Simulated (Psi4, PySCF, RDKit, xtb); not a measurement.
Internal rotation in SMILES C[Si](C)(C)[SiH2][SiH2]Cl. Scanned: dihedral Si2–Si5–Si6–Cl7; all other coordinates were relaxed at GFN2-xTB. GFN2-xTB can order the conformers of Si and Ge chains otherwise than DFT does. Points at φ and −φ are mirror images. Heavy atoms are numbered in the order of the SMILES C[Si](C)(C)[SiH2][SiH2]Cl, hydrogens after them in the order of the atoms that carry them; the mirror image has the same energies with the sign of each dihedral reversed.

Levels of theory: GFN1-xTB // GFN2-xTB (xtb); RMP2/3-21G = restricted MP2 (frozen core)/3-21G // GFN2-xTB run with PySCF; MMFF94 // GFN2-xTB (RDKit); PBE-D3(BJ)/def2-SVP // GFN2-xTB (Psi4).

Energies relative to the lowest point of each profile, in kcal/mol:

| φ / ° | GFN1-xTB | RMP2/3-21G | MMFF94 |
|---|---|---|---|
| -150 | 0.25 | 1.94 | 0.66 |
| -135 | 0.44 | 2.33 | 1.17 |
| -90 | 0.26 | 1.51 | 0.83 |
| -45 | 0.22 | 0.00 | 0.34 |
| -15 | 0.59 | 0.32 | 1.53 |
| 15 | 0.59 | 0.32 | 1.53 |
| 45 | 0.22 | 0.00 | 0.34 |
| 60 | 0.08 | 0.22 | 0.12 |
| 90 | 0.26 | 1.51 | 0.83 |
| 120 | 0.53 | 2.44 | 1.42 |
| 150 | 0.25 | 1.94 | 0.66 |
| 180 | 0.00 | 1.45 | 0.00 |

**Question.** What does PBE-D3(BJ)/def2-SVP give at the same points?

**Answer.** -150: 2.39; -135: 2.80; -90: 2.08; -45: 0.00; -15: 0.34; 15: 0.34; 45: 0.00; 60: 0.40; 90: 2.08; 120: 2.97; 150: 2.39; 180: 1.85 (kcal/mol).

MMFF94 has few fitted parameters for silicon.
